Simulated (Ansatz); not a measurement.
Two structures of C$_{2}$H$_{7}$Ga, singlet, reached by relaxing down either side of one saddle point (PBE0-D4/def2-TZVP). Energies are electronic, without zero-point energy. Program: Ansatz 0.2.0. Basis: def2-TZVPP and def2-QZVPP. Cores are frozen in the correlated methods. Filled d shells of the heavier atoms are correlated. The def2 sets are not built for correlating such inner shells, so the correlated values are less sure here. Extrapolation: Hartree–Fock as exp(−7.88 √X), correlation as X^−2.97. First:

```csv
atom,x (Å),y (Å),z (Å)
Ga1,0.0811,-0.6514,-0.2508
H2,0.2618,-2.1168,-0.8138
C3,-0.8680,0.6777,-1.3533
H4,-0.4232,0.7353,-2.3505
C5,0.8118,-0.2223,1.5282
H6,-0.8631,1.6738,-0.9087
H7,-1.9084,0.3677,-1.4923
H8,0.4440,-0.9322,2.2741
H9,1.9017,-0.3205,1.5140
H10,0.5622,0.7887,1.8531
```

Second:

```tsv
atom	x (Å)	y (Å)	z (Å)
Ga1	-0.2426	0.3903	0.0745
H2	0.0483	-1.6666	-1.2036
C3	-1.3178	1.0491	-1.1848
H4	0.5967	-1.2494	-1.5122
C5	0.8972	-0.1805	1.5292
H6	-1.8757	1.9662	-1.0402
H7	-1.4567	0.5335	-2.1265
H8	0.5827	-1.1505	1.9154
H9	1.9378	-0.2414	1.2089
H10	0.8300	0.5493	2.3393
```

Q: Which bonds change from the first to the second?

A: C₂H₇Ga ([CH3][GaH][CH3]) → C₂H₅Ga ([CH2][Ga][CH3]) + H₂; bonds formed: H2–H4; bonds broken: Ga1–H2, C3–H4.

Q: Give the saddle point's structure and its height above each. (To be estimated.)

A: The calculation gives: 3.182 eV above the first and 0.733 eV above the second (CCSD(T) at an estimated basis limit (MP2 extrapolated from triple and quadruple zeta, plus CCSD(T) − MP2 in triple zeta)).
Ga1  (-0.368, -0.159, 0.133)
H2  (0.137, -1.280, -1.254)
C3  (-1.071, 0.799, -1.306)
H4  (0.032, -0.368, -1.619)
C5  (0.888, -0.252, 1.624)
H6  (-1.332, 1.857, -1.313)
H7  (-1.689, 0.213, -1.986)
H8  (0.678, -1.119, 2.251)
H9  (1.904, -0.343, 1.234)
H10  (0.821, 0.650, 2.235)
(Å)

The T1 diagnostic stays at or below 0.015. The restricted Hartree–Fock reference is unstable towards an unrestricted one at one or more of these structures.

Labels in which every atom is bracketed show which atoms are joined, not bond orders.

For scale, one of the runs: CCSD(T)/def2-TZVPP, 208 basis functions, launched by `ansatz run in.yaml --threads 4 --pin off --events-out ev --progress --plain --max-ram 9574MiB`. The run took 44 s on 4 CPU threads of an Arm Neoverse V2 (shared host), with 2.8 GiB of host memory at its peak.
